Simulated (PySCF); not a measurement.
Compound: C7H6N2Se.
Structure used (PBE0-D3(BJ)/def2-SVP), in Å, numbered top down from 1:
```xyz
16
C7H6N2Se angstrom
N      3.5686   -1.3428    0.0432
C      2.5689   -0.7743   -0.1153
C      1.3198   -0.1080   -0.3059
C      1.3333    1.2135   -0.5901
Se    -0.1406    2.3099   -0.9156
C     -1.5027    0.9196   -0.8537
C     -1.1713   -0.1516    0.1881
C     -2.3163   -1.0480    0.3418
N     -3.2277   -1.7538    0.4422
C      0.0835   -0.9595   -0.1649
H      2.2862    1.7469   -0.6407
H     -2.4414    1.4336   -0.6061
H     -1.6074    0.4719   -1.8521
H     -1.0131    0.3415    1.1632
H      0.2567   -1.7142    0.6166
H     -0.0918   -1.5255   -1.0963
```

All values: wB97X-D/def2-SVPD (PySCF, non-relativistic), on one gas-phase PBE0-D3(BJ)/def2-SVP geometry that isn't relaxed in the solvent. The solvent is an IEF-PCM continuum (cavity from Bondi-type radii × 1.2), and excitations are vertical TDDFT with non-equilibrium linear response and a frozen core. The model holds no explicit solvent molecules, cavitation or dispersion. Spin–orbit coupling is left out although an atom past zinc is present.

Gas-phase singlets (H = HOMO, L = LUMO):

| state | E (eV) | λ (nm) | f | leading configurations |
| --- | --- | --- | --- | --- |
| S1 | 4.727 | 262 | 0.183 | H→L 67%, H→L+1 26% |
| S2 | 4.922 | 252 | 0.142 | H→L+1 60%, H→L 29% |
| S3 | 5.959 | 208 | 0.016 | H→L+2 76% |
| S4 | 6.300 | 197 | 0.041 | H→L+3 79% |
| S5 | 6.541 | 190 | 0.003 | H-3→L 37%, H-2→L 21%, H-4→L 13% |

Q: How does the list change in cyclohexane (ε = 2.017)?

A: 
```
state  E (eV)  λ (nm)      f           leading configurations  change by rank (eV)
   S1   4.638     267  0.375                          H→L 91%               -0.089
   S2   4.910     252  0.061                        H→L+1 80%               -0.012
   S3   5.926     209  0.017                        H→L+2 77%               -0.033
   S4   6.289     197  0.056                        H→L+3 78%               -0.011
   S5   6.612     188  0.011  H→L+4 22%, H-3→L 17%, H-4→L 11%               +0.071
```

Q: What are the lowest 5 singlets in acetonitrile (ε = 35.69)?

A: 
| state | E (eV) | λ (nm) | f | leading configurations | change by rank (eV) |
| --- | --- | --- | --- | --- | --- |
| S1 | 4.625 | 268 | 0.407 | H→L 95% | -0.102 |
| S2 | 4.974 | 249 | 0.028 | H→L+1 82% | +0.052 |
| S3 | 5.861 | 212 | 0.015 | H→L+2 79% | -0.098 |
| S4 | 6.318 | 196 | 0.054 | H→L+3 71%, H→L+4 14% | +0.018 |
| S5 | 6.614 | 187 | 0.015 | H→L+4 41%, H→L+3 16% | +0.073 |

Q: How do the frontier levels move from gas to acetonitrile?

A: 
```csv
orbital,gas (eV),solvent (eV),change (eV),"Löwdin shares, gas","Löwdin shares, solvent"
LUMO+2,1.32,1.70,+0.38,"Se5 62 %, C4 6 %, C6 6 %","Se5 45 %, N1 11 %, C2 9 %, N9 7 %"
LUMO+1,0.73,1.26,+0.53,"Se5 58 %, C6 10 %, C4 6 %, N9 5 %","Se5 54 %, C6 10 %, N9 8 %, C8 7 %"
LUMO,-0.14,0.23,+0.37,"C4 30 %, C3 20 %, Se5 13 %, N1 12 %","C4 30 %, C3 18 %, N1 14 %, Se5 13 %"
HOMO,-8.76,-8.32,+0.44,"Se5 46 %, C3 16 %, C4 13 %, N1 8 %","Se5 48 %, C3 16 %, C4 12 %, N1 7 %"
HOMO-1,-11.24,-10.86,+0.38,"C4 24 %, Se5 24 %, N1 16 %, C2 11 %","C4 26 %, Se5 23 %, C3 12 %, N1 10 %"
HOMO-2,-11.61,-11.24,+0.37,"Se5 30 %, N9 16 %, C8 12 %, C6 11 %","Se5 39 %, C6 15 %, N9 10 %, C4 8 %"
HOMO-3,-11.71,-11.63,+0.08,"N1 27 %, C2 20 %, N9 20 %, C8 14 %","N9 29 %, C8 20 %, N1 12 %, C7 9 %"
```

The HOMO–LUMO gap goes from 8.62 to 8.54 eV. Rows go by rank; for HOMO-3, HOMO-2 and LUMO+2 the atom shares or the degeneracy differ between the runs, so the row needn't follow one orbital.

The run took about 2.4 min of CPU time (one thread, shared machine). This is the whole response run at wB97X-D/def2-SVPD in acetonitrile, SCF included.
